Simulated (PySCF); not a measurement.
C₄H₃ClO₃S.
SMILES with atom numbers: `[O:1]=[S:2](=[O:3])([Cl:4])[c:5]1[cH:6][cH:7][o:8][cH:9]1`

Probes without a nucleus sit at each ring's centroid and 1 Å off its mean plane on both sides; NICS is minus the shielding there, NICSzz its component along the normal. Level: GIAO PBE0/pcSseg-1 (PySCF, non-relativistic, gas phase) on the GFN2-xTB geometry, one conformer.

Ring bond lengths (Å), with Mayer bond orders in brackets: C5–C6 1.414 (1.22), C6–C7 1.361 (1.62), C7–O8 1.344 (1.06), O8–C9 1.331 (1.12), C9–C5 1.364 (1.52).

Question: What do the NICS probes read (ppm)?

Answer: 
```csv
ring,type,NICS(0),"NICS(1), two faces","NICS(1)zz, two faces",rms pucker (Å),"centre to ring atoms, mean (Å)"
C5–C6–C7–O8–C9,5-membered ring with O; formal bonds all aromatic,-13.4,-10.3 / -10.7,-25.6 / -26.4,0.00,1.16
```

Question: What can be read from them?

Answer: 
- C5–C6–C7–O8–C9: mean NICS(1)zz -26.0 ppm, shielded. The ring is flat and has no four-coordinate atom; by the NICS criterion it is aromatic.

Question: And the bond-length index? HOMA takes Krygowski's 1993 parameters.

Answer: 
- C5–C6–C7–O8–C9: HOMA 0.56; the largest term is that of C7–O8, α(R − Ropt)² = 0.99.

Question: What is the mean of the two in-plane components of NICS at the second NICS(1) probe listed for ring C5–C6–C7–O8–C9, 1 Å off the ring?

Answer: The isotropic value is a third of the trace: (3 × -10.7 − (-26.4))/2 = -2.8 ppm.

Question: Give the inner angles of the rings and the Hirshfeld charges of the ring atoms.

Answer: 
- C5–C6–C7–O8–C9: C5 106.9° (-0.072 e), C6 105.0° (-0.075 e), C7 110.7° (+0.026 e), O8 107.8° (-0.037 e), C9 109.7° (+0.040 e); sum 540.0° against 540° for a flat convex ring.

Cost: about 90 s of CPU time on one thread (grids of density and orbitals included); the machine was shared, so the figure is rough. This is the whole shielding run at PBE0/pcSseg-1, SCF included.

The values belong to the conformer `[O:1]=[S:2](=[O:3])([Cl:4])[c:5]1[cH:6][cH:7][o:8][cH:9]1`: O1–S2–C5–C6 160°.
